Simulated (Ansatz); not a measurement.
Consider the hydrogenolysis of the Si–Cl bond: `N[SiH2]O[Si](N)(Cl)Cl` + H₂ → `N[SiH2]O[SiH](N)Cl` + HCl.

Program: Ansatz. Geometries: PBE0-D4/def2-TZVP. ΔE: electronic, gas phase. CCSD(T)/CBS adds triple-zeta CCSD(T) − MP2 to the extrapolated MP2 energy (def2 sets, frozen cores). This one scheme is used for every species. Each species was taken in one conformer, which may not be the lowest.

```tsv
species	CCSD(T)/CBS(def2) energy (Eh)
`N[SiH2]O[Si](N)(Cl)Cl`	-1686.19476
H₂	-1.17544
`N[SiH2]O[SiH](N)Cl`	-1226.95585
HCl	-460.38127
```

(1) Work out ΔE.

Largest T1 diagnostic among the species: 0.010.

## Answers

(1) ΔE = (-1226.95585) + (-460.38127) − (-1686.19476) − (-1.17544) = 0.03308 Eh = +20.8 kcal/mol.

The D4 term adds +2.7 kcal/mol with B3LYP and +1.5 kcal/mol with PBE0; it sums over pairs of atoms, weighted by their polarisabilities, and B3LYP, whose exchange is more repulsive, gets the larger term. In def2-TZVPP, CCSD(T) changes the Hartree–Fock value by +2.6 kcal/mol (the triples alone add +0.9 kcal/mol) and MP2 by +5.1 kcal/mol.

B3LYP here is the variant with VWN-RPA as its local correlation; programs differ in this.
